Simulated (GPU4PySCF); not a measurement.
A structure optimised at PBE-D3(BJ)/def2-TZVP, used in a GPU4PySCF frequency run:

```xyz
24

C      0.2030     4.5336     0.0000
C      1.3053     3.6673     0.0000
C      1.1192     2.2903     0.0000
C     -0.1867     1.7658     0.0000
N     -0.5006     0.3860     0.0000
N      0.5006    -0.3860     0.0000
C      0.1867    -1.7658     0.0000
C     -1.1192    -2.2903     0.0000
C     -1.3053    -3.6673     0.0000
C     -0.2030    -4.5336     0.0000
C      1.0936    -4.0148     0.0000
C      1.2885    -2.6347     0.0000
C     -1.2885     2.6347     0.0000
C     -1.0936     4.0148     0.0000
H      0.3595     5.6136     0.0000
H      2.3168     4.0780     0.0000
H      1.9616     1.5990     0.0000
H     -1.9616    -1.5990     0.0000
H     -2.3168    -4.0780     0.0000
H     -0.3595    -5.6136     0.0000
H      1.9529    -4.6870     0.0000
H      2.2883    -2.1978     0.0000
H     -2.2883     2.1978     0.0000
H     -1.9529     4.6870     0.0000
```
Charge 0, spin multiplicity 1.

Task: Write its SMILES, formula and point group.

Result: c1ccc(/N=N/c2ccccc2)cc1, C₁₂H₁₀N₂, C2h

Task: What are its rotational constants (standard atomic weights)?

Result: 2.7235, 0.29177, 0.26354 GHz
